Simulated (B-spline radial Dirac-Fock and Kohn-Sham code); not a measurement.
**Diagram lines of Yb⁺**

System: Yb⁺, configuration 1s2 2s2 2p6 3s2 3p6 3d10 4s2 4p6 4d10 4f14 5s2 5p6 6s1.

These are calculated numbers from a radial finite-basis atomic code; the model is multi-electron Dirac-Fock with separately optimised hole states, Breit and Lamb-shift corrections added in first order. A line energy is the difference of two single-hole energies; the list is a selection of electric-dipole transitions between resolved j subshells. Electron correlation is not included.

```tsv
line	energy (eV)	wavelength (Å)
K-O3	61298.4	0.20226
K-O2	61292.3	0.20228
Kβ2' (K-N3)	60977.6	0.20333
Kβ2'' (K-N2)	60927.5	0.20349
Kβ1 (K-M3)	59374.0	0.20882
Kβ3 (K-M2)	59151.2	0.20961
Kα1 (K-L3)	52385.1	0.23668
Kα2 (K-L2)	51349.9	0.24145
Lγ4 (L1-O3)	10464.5	1.1848
L1-O2	10458.4	1.1855
Lγ3 (L1-N3)	10143.7	1.2223
Lγ2 (L1-N2)	10093.7	1.2283
L2-P1	9974.2	1.2430
Lγ1 (L2-N4)	9778.8	1.2679
Lγ5 (L2-N1)	9485.8	1.3071
L3-P1	8939.0	1.3870
Lβ2 (L3-N5)	8752.7	1.4165
Lβ15 (L3-N4)	8743.6	1.4180
Lβ3 (L1-M3)	8540.1	1.4518
Lβ6 (L3-N1)	8450.6	1.4672
Lβ1 (L2-M4)	8403.3	1.4754
Lβ4 (L1-M2)	8317.3	1.4907
Lη (L2-M1)	7575.5	1.6367
Lα1 (L3-M5)	7415.7	1.6719
Lα2 (L3-M4)	7368.1	1.6827
Lℓ (L3-M1)	6540.2	1.8957
M1-O3	2373.0	5.2248
M1-O2	2366.9	5.2382
M2-P1	2172.9	5.7058
M1-N3	2052.2	6.0414
```
